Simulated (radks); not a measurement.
Values are calculated unless marked as measured or tabulated.
Charge is removed step by step from the 4s down level of Tm+, starting from [Ar] 3d10 4s(up 1, down 1) 4p6 4d10 4f13 5s2 5p6 6s1. Code: a radial shooting solver on a logarithmic mesh with Libxc functionals. Model: scalar-relativistic Kohn-Sham, PBE, spin-polarised, spherical densities, point nucleus; open shells are filled with parallel spins first (spin-orbit coupling, left out, can overturn this in heavy ions).

removed (e)  E - E(0) (eV)  eigenvalue (eV)  E minus straight line (eV)
0                    0.000          -448.99                       0.000
0.1                 44.939          -450.73                      -0.858
0.2                 90.056          -452.54                      -1.539
0.3                 135.36          -454.39                      -2.036
0.4                 180.85          -456.30                      -2.346
0.5                 226.53          -458.25                      -2.462
0.6                 272.41          -460.25                      -2.380
0.7                 318.49          -462.28                      -2.097
0.8                 364.77          -464.35                      -1.609
0.9                 411.27          -466.46                      -0.911
1                   457.98          -468.61                       0.000

Removing the whole electron costs 457.98 eV by Delta-SCF, against 448.99 eV from minus the eigenvalue at the starting occupation. Slater's transition state (half an electron removed) gives 458.25 eV. Integrating minus the eigenvalue over the occupation (Janak's theorem) gives 458.43 eV. In this scalar-relativistic scheme the density is built from large components alone, so the theorem holds only approximately. The mean slope of the eigenvalue, de/dn, is 19.6 eV per electron.
